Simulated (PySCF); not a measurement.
Molecule: SMILES C(COC)(F)(F)F, C3H5F3O.

Atoms are numbered as in `[CH3:1][O:2][CH2:3][C:4]([F:5])([F:6])[F:7]`. Each H is labelled by its parent atom.

Geometry PBE0-D3(BJ)/def2-SVP throughout; GIAO in PySCF 2.14.0 with density-fitted response routines, gas phase, one conformer, non-relativistic; equivalent atoms averaged; basis pcSseg-1.

**Question.** How do the shifts δ (against TMS, H2O, CFCl3 at the same level) depend on the functional? (ppm; last column core-seconds on shared hosts with different chips, so compare them loosely)

**Answer.** 
```
functional           kind     C4    C3    C1    O2  F5/F6/F7  H(C3)  H(C1)  core-s
       LDA            LDA  139.5  77.4  63.6  16.7    -101.2   3.66   3.58      13
       PBE            GGA  134.9  74.7  62.0  19.3    -101.2   3.56   3.50      16
       KT2            GGA  129.7  72.7  61.2  15.7    -108.8   3.52   3.48      27
     B97-D            GGA  131.4  73.0  61.2  17.3     -98.5   3.57   3.51      16
      PBE0  global hybrid  129.8  71.9  60.0   5.0     -85.3   3.49   3.43      12
  mPW1PW91  global hybrid  129.7  71.8  60.0   4.8     -85.1   3.50   3.43      14
      WP04  global hybrid  134.8  72.7  61.3  12.9     -83.9   3.52   3.33      19
     B97-2  global hybrid  128.3  71.0  59.6   6.4     -86.2   3.49   3.42      15
 BHandHLYP  global hybrid  125.2  70.2  58.6  -1.8     -71.8   3.46   3.40       9
```

**Question.** Which nucleus moves most, in ppm?

**Answer.** F5/F6/F7 (fluorine of a CF3 group): from -108.8 ppm with KT2 to -71.8 ppm with BHandHLYP. The smallest spread is 0.20 ppm, at H(C3). Proton shifts span only some 12 ppm, so a few tenths of a ppm matter as much there as several ppm in carbon.
